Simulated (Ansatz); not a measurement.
Isolated molecules relaxed with PBE0-D4/def2-TZVP in Ansatz; ΔE leaves out vibrations. CCSD(T)/CBS adds triple-zeta CCSD(T) − MP2 to the extrapolated MP2 energy (def2 sets, frozen cores). This one scheme is used for every species. Each species was taken in one conformer, which may not be the lowest.

`CSBS` + `N[SiH](O)F` → `O[SiH](F)NBS` + CH₃SH  (ligand exchange at a B–S bond)

```tsv
species	HF/def2-QZVPP energy (Eh)
`CSBS`	-860.65136
`N[SiH](O)F`	-520.32087
`O[SiH](F)NBS`	-943.22155
CH₃SH	-437.76589
```

Task: Work out ΔE.

Result: ΔE = (-943.22155) + (-437.76589) − (-860.65136) − (-520.32087) = -0.01521 Eh = -39.9 kJ/mol. CCSD(T)/CBS gives -25.1 kJ/mol.

Largest T1 diagnostic among the species: 0.013.

From BLYP to BHLYP (50 % exact exchange), in def2-TZVPP and without D4, ΔE moves by −7.2 kJ/mol. Leaving LDA and LC-ωPBE aside and taking each functional with its dispersion term where it has one, the values, not all of them listed here, spread over 14.0 kJ/mol, from BHLYP-D4 to revPBE-D4. At CCSD(T), def2-SVP lies −13.1 kJ/mol from the extrapolated value and def2-TZVPP −3.0 kJ/mol.
